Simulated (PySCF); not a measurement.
Species: (F2B-mu-PH2)2.
Geometry (PBE0-D3(BJ)/def2-SVP, Å), atoms numbered from 1 in this order:
```xyz
12
B2F4H4P2 angstrom
B     -0.1601    0.7796   -1.2456
F     -1.2938    1.4774   -1.4958
F      0.8106    0.8343   -2.1887
P     -0.5540   -1.1602   -0.6452
B      0.1875   -0.7963    1.2512
F      1.3240   -1.4914    1.4951
F     -0.7794   -0.8556    2.1984
P      0.5730    1.1465    0.6544
H      0.1098   -2.1732   -1.3768
H     -1.9103   -1.5597   -0.7080
H      1.9219    1.5673    0.7313
H     -0.1136    2.1484    1.3809
```

Level of theory: TDDFT CAM-B3LYP/def2-SVPD, vertical, gas phase, core orbitals frozen in the response in PySCF.

Ground-to-excited transition dipoles (e·a0, same axes as the geometry; the sign carries no meaning), for the states with f of 0.002 or more among the lowest 9:

```csv
state,E (eV),μx,μy,μz
S2,6.481,0.417,0.856,0.483
S9,7.876,-0.425,-0.881,-0.497
```

**Question.** Work out the oscillator strengths.

**Answer.** f = (2/3) ΔE |μ|² with ΔE in hartree (27.2114 eV).

```
state  |μ|² (au)  |μ| (D)      f
   S2      1.139     2.71  0.181
   S9      1.204     2.79  0.232
```

**Question.** What angle do the transition dipoles of S2 and S9 make?

**Answer.** |cos θ| = |μa·μb| / (|μa| |μb|) = 1.00, so θ ≈ 0° (taken between 0 and 90°, since the signs are arbitrary).

**Question.** How is the summed strength of these states shared among x, y and z?

**Answer.** (2/3) Σ ΔE μα² gives 0.063 for x, 0.266 for y and 0.085 for z, 0.413 in all.

**Question.** What peak molar absorption coefficient would the strongest computed level give as a lone Gaussian band 0.5 eV wide at half height?

**Answer.** ε(max) = 2.175×10⁸ f / FWHM, with the width in cm⁻¹. S9: 2.175×10⁸ × 0.2323 / 4033 ≈ 13000 L mol⁻¹ cm⁻¹.

All these states lie below the vertical ionisation energy of 9.92 eV (ΔSCF).

One conformer stands for the species.
